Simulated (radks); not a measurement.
Radial electron density D(r) = 4 pi r^2 rho(r) of an atom or ion with 26 electrons. All-electron calculation, scalar-relativistic Kohn-Sham, PBEsol, spin-polarised, spherical densities, finite nucleus; Fermi nuclear charge, rms radius of each element as measured or else 0.836 A^(1/3) + 0.57 fm. Program: a radial shooting solver on a logarithmic mesh with Libxc functionals.

r (bohr),D(r) (e/bohr),spin D(r)
0.00144,0.8631,-0.0000267
0.001816,1.317,-0.0000407
0.002272,1.966,-0.0000608
0.002865,2.954,-0.0000912
0.003585,4.332,-0.000134
0.004521,6.354,-0.000196
0.005656,9.050,-0.000278
0.007132,12.78,-0.000391
0.008923,17.39,-0.000530
0.01125,23.16,-0.000701
0.01408,29.36,-0.000881
0.01775,35.69,-0.00106
0.02221,40.62,-0.00117
0.02801,43.24,-0.00112
0.03533,42.58,-0.000623
0.0442,39.45,0.00114
0.05574,36.18,0.00715
0.06973,36.30,0.0248
0.08794,41.45,0.0756
0.11,48.54,0.197
0.1387,51.37,0.472
0.1736,45.41,0.969
0.2189,34.00,1.77
0.2739,27.33,2.74
0.3454,29.31,3.59
0.4321,32.97,3.81
0.5449,29.31,3.21
0.6872,18.44,2.05
0.8597,8.177,0.987
1.084,2.314,0.316
1.356,0.4330,0.0668
1.711,0.04335,0.00738

What is the nuclear charge?

Answer. Z = 35. The innermost maximum, from 1s, lies near gamma/Z bohr with gamma = sqrt(1 - (Z/c)^2) = 0.967, here 0.0276 bohr (found: 0.0301), and its height grows with Z. The density is that of the bromine ion Br9+ in [Ar] 3d8; the configuration itself is not fixed sharply by these data, and Z only to about a unit. D(r) has 3 maxima, at r = 0.0301, 0.133, 0.443 bohr, and minima at 0.0623, 0.290 bohr, inside which lie 2.07, 11.06 electrons.
